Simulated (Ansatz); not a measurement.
Geometry optimisation, RKS PBE-D4/def2-SVP in Ansatz.

The input (input.yaml):

```yaml
crystal:
  periodic: [false, false, false]
  atoms:
    - { symbol: O, position_ang: [-1.8583, 0.0626, 1.0979] }
    - { symbol: C, position_ang: [-0.7961, 0.2516, 1.5678] }
    - { symbol: Si, position_ang: [0.6312, 0.5048, 0.4079] }
    - { symbol: C, position_ang: [0.3748, -0.0161, -1.3184] }
    - { symbol: S, position_ang: [-0.0423, -1.8157, -1.3945] }
    - { symbol: H, position_ang: [-0.5862, 0.2647, 2.6482] }
    - { symbol: H, position_ang: [1.8858, -0.2135, 0.9532] }
    - { symbol: H, position_ang: [1.0961, 1.958, 0.4084] }
    - { symbol: H, position_ang: [-0.5561, 0.5275, -1.6815] }
    - { symbol: H, position_ang: [1.1605, 0.1773, -1.9395] }
    - { symbol: H, position_ang: [-1.244, -1.7582, -0.7288] }
basis:
  gaussian: { orbitals: def2-SVP }
hamiltonian:
  xc: pbe
  dispersion: d4
relax:
  f_tol: 0.02
  max_steps: 50
```

Run as:

```bash
$ ansatz run input.yaml --threads 2 --pin off --max-ram 3072MiB --backend cpu --events-out ev --progress --plain --runs-dir out
```

Where does it end, and by what steps?

The forces met the threshold. After 13 steps the energy has fallen by 0.613 eV; O1 moved furthest, 0.48 Å.

```json
{"step": "0", "energy less start (eV)": "0.0000", "largest force component (eV/Å)": "4.803", "accepted": "yes"}
{"step": "1", "energy less start (eV)": "-0.5071", "largest force component (eV/Å)": "0.988", "accepted": "yes"}
{"step": "2", "energy less start (eV)": "-0.3083", "largest force component (eV/Å)": "3.210", "accepted": "no"}
{"step": "3", "energy less start (eV)": "-0.5692", "largest force component (eV/Å)": "1.050", "accepted": "yes"}
{"step": "4", "energy less start (eV)": "-0.5978", "largest force component (eV/Å)": "0.145", "accepted": "yes"}
{"step": "5", "energy less start (eV)": "-0.5913", "largest force component (eV/Å)": "0.313", "accepted": "no"}
{"step": "6", "energy less start (eV)": "-0.6046", "largest force component (eV/Å)": "0.045", "accepted": "yes"}
{"step": "7", "energy less start (eV)": "-0.6090", "largest force component (eV/Å)": "0.045", "accepted": "yes"}
{"step": "8", "energy less start (eV)": "-0.6107", "largest force component (eV/Å)": "0.357", "accepted": "yes"}
{"step": "9", "energy less start (eV)": "-0.6115", "largest force component (eV/Å)": "0.344", "accepted": "yes"}
{"step": "10", "energy less start (eV)": "-0.6127", "largest force component (eV/Å)": "0.087", "accepted": "yes"}
{"step": "11", "energy less start (eV)": "-0.6129", "largest force component (eV/Å)": "0.046", "accepted": "yes"}
{"step": "12", "energy less start (eV)": "-0.6124", "largest force component (eV/Å)": "0.133", "accepted": "no"}
{"step": "13", "energy less start (eV)": "-0.6132", "largest force component (eV/Å)": "0.014", "accepted": "yes"}
```

```xyz
11
Properties=species:S:1:pos:R:3
O -1.795 -0.404 1.175
C -0.787 0.182 1.544
Si 0.757 0.505 0.400
C 0.319 0.006 -1.371
S -0.181 -1.767 -1.424
H -0.741 0.589 2.607
H 1.916 -0.290 0.936
H 1.072 1.976 0.548
H -0.470 0.656 -1.803
H 1.207 0.097 -2.028
H -1.231 -1.606 -0.564
```

Whether the end is a true minimum wasn't checked by a vibrational analysis.

Run time: 32 s on 2 threads of Arm Neoverse V1, with other jobs on the host, peak memory 0.15 GiB.
